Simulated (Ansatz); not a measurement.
Abridged output of a molecular run in Ansatz:

```
Functional definition: HF
899 factors; integrals over basis functions are off by at most 7.0e-4 eV
mean field evaluation 1: about -47628.6336 eV, gradient 1.1e2 eV
mean field evaluation 2: about -47628.7976 eV, gradient 1.1e2 eV
mean field evaluation 4: about -47651.7257 eV, gradient 2.4e1 eV
mean field evaluation 8: about -47652.7517 eV, gradient 8.1e-1 eV
mean field evaluation 16: about -47652.7804 eV, gradient 6.7e-6 eV
mean field -47652.78044993 eV, -1751.2073813202 hartree, gradient 2.9e-6 eV, S^2 0.000000; 1 other end points of the search recorded, 0 dependent functions left out; unrestricted orbitals would lower it
unrestricted determinant -47656.02056514 eV, -1751.3264533580 hartree, S^2 1.7869
13 core orbitals not correlated: weight in the atoms' cores, before any rotation towards them, 1.000 or more for the frozen orbitals, at most 0.000 for the correlated occupied ones
reference -47652.78044993 eV, -1751.2073813202 hartree; 20, 20 occupied and 58, 58 virtual orbitals, 899 factors
second order -40.10255584 eV of doubles, -0.00000000 eV of singles
cycle   1  -25.70851175 eV  change     1.4e1 eV  update   6.7e-1
cycle   2  -32.78635334 eV  change    -7.1e0 eV  update   9.1e-1
cycle   3  -33.77725847 eV  change   -9.9e-1 eV  update   9.5e-2
cycle   4  -33.73061720 eV  change    4.7e-2 eV  update   5.8e-2
cycle   5  -33.67899155 eV  change    5.2e-2 eV  update   2.5e-2
cycle   6  -33.75906655 eV  change   -8.0e-2 eV  update   1.3e-2
cycle   7  -33.76660809 eV  change   -7.5e-3 eV  update   4.6e-3
cycle   8  -33.74592395 eV  change    2.1e-2 eV  update   3.5e-3
cycle   9  -33.74178173 eV  change    4.1e-3 eV  update   1.3e-3
cycle  10  -33.74195751 eV  change   -1.8e-4 eV  update   6.8e-4
cycle  11  -33.74257218 eV  change   -6.1e-4 eV  update   3.7e-4
cycle  12  -33.74249683 eV  change    7.5e-5 eV  update   2.5e-4
cycle  13  -33.74285325 eV  change   -3.6e-4 eV  update   1.4e-4
cycle  14  -33.74297496 eV  change   -1.2e-4 eV  update   7.6e-5
cycle  15  -33.74297286 eV  change    2.1e-6 eV  update   3.9e-5
perturbative correction -2.72835151 eV, -0.1002650687 hartree
WARN: the results are in doubt because among natural orbitals full CI differs from the method by -0.143 eV
Total energy: -47689.25177430 eV, -1752.5476777695 hartree
In doubt: among natural orbitals full CI differs from the method by -0.143 eV
```

Its atoms:

Z-matrix (Å, degrees):
```
Cr
O 1 1.535
F 1 1.701 2 110.3
Cl 1 2.104 2 108.7 3 121.0
O 1 1.535 2 108.5 3 -120.9
```

(1) Which basis set was used?
A. def2-TZVPP
B. def2-QZVPP
C. def2-TZVPPD
D. def2-SVP

(2) Write the keys of the input that set method, charge and spin (a neutral closed shell needs none for the last two).

## Answers

(1) D. It gives 91 functions.

(2) 
```yaml
correlation: {method: ccsd_t}
```
